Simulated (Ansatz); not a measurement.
Relaxation of AlBF2H4O (9 atoms, charge 0, multiplicity 1), to a largest force component of 0.03 eV/Å in at most 50 steps.

The calculation used RKS PBE0/def2-SVP in Ansatz 0.2.0.

```xyz
9
Properties=species:S:1:pos:R:3
B -0.164 -0.249 -0.311
H 0.450 -0.056 1.994
F 0.945 0.327 -0.744
F -1.200 0.539 -0.057
O -0.255 -1.606 -0.184
Al -0.854 -3.188 -0.450
H -0.389 -4.290 0.579
H -1.805 -3.420 -1.691
H 0.432 -0.728 1.737
```

Q: Where does it end, and by what steps?

A: The run converged. The force dipped under the threshold on the way, but the program's further checks kept it going. After 34 steps the energy has fallen by 0.186 eV; H9 moved furthest, 1.17 Å.

```tsv
step	energy less start (eV)	largest force component (eV/Å)	accepted
0	0.0000	1.587	yes
2	-0.1298	0.659	yes
4	-0.1547	0.119	yes
6	-0.1629	0.173	yes
8	-0.1680	0.153	yes
10	-0.1717	0.095	yes
12	-0.1793	0.060	yes
14	-0.1817	0.103	yes
16	-0.1826	0.035	yes
18	-0.1833	0.026	yes
20	-0.1839	0.012	yes
22	-0.1792	0.370	no
24	-0.1842	0.008	yes
26	-0.1847	0.049	yes
28	-0.1841	0.197	no
30	-0.1854	0.098	yes
32	-0.1857	0.041	yes
34	-0.1859	0.015	yes
```

```xyz
9
Properties=species:S:1:pos:R:3
B -0.199 -0.317 -0.560
H 0.292 0.039 2.385
F 0.849 0.167 -1.212
F -0.908 0.549 0.154
O -0.526 -1.603 -0.618
Al -0.942 -3.260 -0.667
H -0.306 -4.186 0.441
H -1.923 -3.713 -1.817
H 0.825 -0.347 2.767
```

Whether the end is a true minimum wasn't checked by a vibrational analysis.

Time of the run: 77 s on 2 threads of Arm Neoverse V1, with other jobs on the host, peak memory 0.18 GiB.
